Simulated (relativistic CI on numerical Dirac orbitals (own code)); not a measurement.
Input to a radial Dirac CI calculation:

```
atom Ce  Z=58  charge=0  electrons=58
nucleus A=140  rms_radius_fm=4.8771
hamiltonian dirac-coulomb  breit=on  qed=on  c_scale=1
orbitals kli  potential=per-configuration
slater_scale 1
correlation none
mixing on
configurations
  [Xe] 4f 5d 6s2
end
```

(1) How did the run end?

Answers

(1) It stopped: Fail('no pairing with the measured ground level').
